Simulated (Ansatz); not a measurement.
Basis sets compared for (KNH2)4 ring (K₄N₄H₈). Total charge 0; singlet. Geometry PBE0-D4/def2-SVP. Ansatz on 4 threads of Intel Xeon 6975P-C on a shared host; times are rough, and most runs start from earlier orbitals.

```xyz
16

K    -1.042    1.583    2.612
K     2.896   -0.427    1.428
K     1.031   -1.623   -2.600
K    -2.896    0.414   -1.422
N     1.394    0.745    3.288
N     3.174   -1.401   -1.035
N    -1.540   -1.144   -3.103
N    -3.029    1.794    0.851
H     1.321    0.123    4.105
H     1.917    1.534    3.694
H     3.643   -2.315   -0.980
H     3.887   -0.848   -1.530
H    -2.040   -2.039   -3.204
H    -1.633   -0.764   -4.055
H    -3.167    2.790    0.628
H    -3.917    1.577    1.323
```

Another isomer (singlet) lies 1.07 eV lower at PBE0-D4/def2-TZVP; other spin states weren't run for this one.

Binding counts from free atoms (K doublet, N quartet, H doublet) in the same basis, without a counterpoise term.

| level | functions | energy (Eh) | HOMO (eV) | LUMO (eV) | binding per atom (eV) | wall time |
| --- | --- | --- | --- | --- | --- | --- |
| PBE-D4/def2-SVP | 192 | -2621.9825 | -2.93 | -1.25 | 2.85 | 2 s |
| PBE0-D4/def2-SVP | 192 | -2622.1860 | -4.10 | -0.70 | 2.76 | 3.2 s |

Estimate the rows for PBE-D4/def2-TZVP (with forces), PBE0-D4/def2-TZVP.


```csv
level,functions,energy (Eh),HOMO (eV),LUMO (eV),binding per atom (eV),wall time
PBE-D4/def2-TZVP (with forces),304,-2622.5718,-3.00,-1.21,2.86,3.7 s
PBE0-D4/def2-TZVP,304,-2622.7647,-4.20,-0.66,2.76,6 s
```
